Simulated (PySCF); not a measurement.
Calculated properties of `[SiH3]O[SiH2]C#C[SiH2]Cl`

C2H7ClOSi3.
Numbering: `[SiH3:1][O:2][SiH2:3][C:4]#[C:5][SiH2:6][Cl:7]` (hydrogens: H8, H9, H10 on Si1; H11, H12 on Si3; H13, H14 on Si6)

Structural features include: alkyne, Si–H bond, siloxane link and C–Si bond.

GFN2-xTB geometry:

* Point group of the GFN2-xTB geometry: C1
* Rotational constants A, B, C of the GFN2-xTB geometry: 3.252, 0.342, 0.314 GHz

From B3LYP/def2-SVPD ground state and vertical TDDFT (core frozen in the response) (PySCF):

* Dipole moment: 1.34 D
* HOMO energy: -8.12 eV
* LUMO energy: -1.47 eV
* HOMO–LUMO gap: 6.65 eV
* Lowest singlet excitation: 5.30 eV (234 nm, f = 0.001)
* Strongest line among the 8 lowest singlet transitions: S7 at 6.80 eV (182 nm, f = 0.113)
* Lowest triplet excitation (Tamm–Dancoff): 4.60 eV
* Static isotropic polarisability: 117.8 au
* Electronic spatial extent ⟨r²⟩ about the centre of nuclear charge: 3215 bohr²

**PBE0/pcSseg-1 ground state and GIAO shieldings, non-relativistic (PySCF)**

* Lowest Hirshfeld atomic charge: -0.30 e on O2
* Highest Hirshfeld atomic charge: +0.44 e on Si3
* 13C chemical shifts (computed TMS as zero) by class: 119.9 (C4), 113.2 (C5) ppm
* 1H chemical shifts (computed TMS as zero) by class: 5.29 (H13/H14), 5.21 (H11/H12), 5.17 (H8/H9/H10) ppm
* Isotropic shieldings of nuclei other than C and H, by class: 329 (O2), 393 (Si1), 396 (Si6), 406 (Si3), 995 (Cl7) ppm
* Mayer bond orders between heavy atoms: Si1–O2 0.91, O2–Si3 0.98, Si3–C4 0.91, C4–C5 2.50, C5–Si6 0.95, Si6–Cl7 0.98

Monoisotopic mass from the formula: 165.9493 u.

With B = h/(8π²I), that is 505.379 GHz u Å² over I, the principal moments of inertia are 155.4, 1477.4 and 1610.0 u Å² (most abundant isotopes). The rotational constants make it an asymmetric top with κ = (2B − A − C)/(A − C) = -0.98, nearer the prolate limit (−1). The vertical singlet–triplet gap S1 − T1 is 0.70 eV (TDDFT singlet less Tamm–Dancoff triplet; S1: HOMO→LUMO, weight 0.90; T1: HOMO−1→LUMO, weight 0.65). No computed singlet falls in the visible range (750 to 380 nm, 1.65 to 3.26 eV); S1 lies 2.04 eV above its blue end. The polarisability is 17.46 Å³ as a volume (1 au = 0.148185 Å³), or 1.37 au for each of the 86 electrons. The largest Löwdin shares of the HOMO are 0.32 on C5, 0.31 on C4, 0.09 on Si3 and 0.06 on Si6. In atomic units the dipole is 0.53 e·bohr (1 au = 2.5417 D).

Geometry: GFN2-xTB; no solvent, vibrations or thermal averaging. GFN2-xTB frequencies show an imaginary mode (28i cm⁻¹), so this geometry is no minimum at that level.
